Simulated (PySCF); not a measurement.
C6H15PS.
SMILES: `CCP(=S)(CC)CC`

Torsions of this conformer, `[CH3:1][CH2:2][P:3](=[S:4])([CH2:5][CH3:6])[CH2:7][CH3:8]`: C1–C2–P3–S4 -57°, C2–P3–C5–C6 -178°, C2–P3–C7–C8 56°.

The closed-shell ground state was solved at several levels (PySCF, density fitting, gas phase, non-relativistic). One conformer (not necessarily the lowest) at the PBE0-D3(BJ)/def2-SVP geometry, without solvent, vibrations or thermal averaging.

| level | basis functions | HOMO (eV) | LUMO (eV) | gap (eV) | dipole (D) |
| --- | --- | --- | --- | --- | --- |
| PBE0/pcSseg-1 | 225 | -6.16 | 0.75 | 6.91 | 4.94 |
| wB97X-D/pcSseg-1 | 225 | -7.98 | 2.52 | 10.50 | 5.09 |

Q: What might CAM-B3LYP/def2-SVPD (291 basis functions) give for the same quantities?

A: HOMO -7.43 eV, LUMO 0.90 eV, gap 8.33 eV, dipole 5.14 D.

Q: Over all these levels, which gives the widest orbital gap and which the narrowest?

A: wB97X-D/pcSseg-1 (range-separated hybrid) has the widest, 10.50 eV, and PBE0/pcSseg-1 (global hybrid, 25 % exact exchange) the narrowest, 6.91 eV. The two share the basis. From the narrowest to the widest the HOMO moves by -1.82 eV and the LUMO by +1.77 eV.

Q: How far do the dipole and the HOMO energy spread over the levels?

A: The dipole runs from 4.94 to 5.14 D (mean 5.06 D) and the HOMO from -7.98 to -6.16 eV.
